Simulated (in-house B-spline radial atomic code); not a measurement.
**Response and correlation of S¹²⁺**

Closed shell [He] 2s2. Computed with an all-electron radial atomic-structure program (B-spline basis): Dirac-Hartree-Fock, relativistic RPA (time-dependent Dirac-Hartree-Fock) for the response and second-order many-body perturbation theory for correlation, no-pair Dirac-Coulomb Hamiltonian, finite nucleus.

Command:
```bash
python run_mb.py task.json out
```
Settings (nuclear radius in fm, box in bohr, cutoff in hartree):
```
basis_form          2
Z                   16
core_configuration  [He] 2s2
rms_radius          3.2611
mass_number         32
speed_of_light      137.036
box_radius          5.782
lmax                7
intervals           61
virtual_cutoff      6400.0
```

Time taken, with all properties: 0.4 s on 1 thread of AMD EPYC 7R43 64-Core Processor (shared host).

| multipole (bohr³, bohr⁵, bohr⁷) | uncoupled | coupled RPA |
| --- | --- | --- |
| dipole | 0.065813 | 0.092334 |
| quadrupole | 0.0032967 | ? |
| octupole | 0.00087119 | 0.00092077 |

Q: What is the coupled quadrupole polarisability?

A: 0.0035651 atomic units, +8 % against the uncoupled value.

Q: Which subshells carry the dipole polarisability?

A: 2s1/2 100.1 %, 1s1/2 -0.1 %.

Q: What does the dipole shielding factor come to?

A: The dipole shielding factor is 0.250, against the exact N/Z = 4/16 = 0.250 of the non-relativistic theorem.

Dipole polarisability at imaginary frequency:

```
u (Eh)  α(iu) (bohr³)
     0        0.09233
  2.34        0.03236
  7.03       0.008315
  14.1       0.003908
  23.4        0.00213
  46.9      0.0008082
  93.7      0.0002835
   234      6.148e-05
```

Q: What dispersion coefficients follow for two such ions (the dispersion part alone)?

A: C6 = (3/π)∫α(iu)²du = 0.01127 hartree·bohr⁶ and C8 = 0.004377 hartree·bohr⁸.

Lowest J = 1 odd-parity excitations:

```
energy (eV)  oscillator strength  leading channel  weight
     16.356             6.68e-05     2s1/2 → p1/2     0.7
     43.312                0.221     2s1/2 → p3/2     0.7
     380.69              0.00868     2s1/2 → p1/2   0.768
     382.88                 0.63     2s1/2 → p3/2   0.768
     499.13               0.0031     2s1/2 → p1/2   0.785
      499.9                0.166     2s1/2 → p3/2   0.785
     553.14              0.00149     2s1/2 → p1/2   0.792
     553.51               0.0708     2s1/2 → p3/2   0.792
```

Second-order correlation energy by the highest angular momentum of the excited pair (hartree): s -0.01598, p -0.1348, d -0.01097, f -0.002878, g -0.00106, h -0.0004529, i -0.0002285, k -0.0001265.

Q: What is the second-order correlation energy at the partial-wave limit?

A: The listed waves sum to -0.16654 hartree; extrapolating the increments as (l + 1/2)⁻⁴ gives -0.1668 hartree, -1.13 eV per electron.
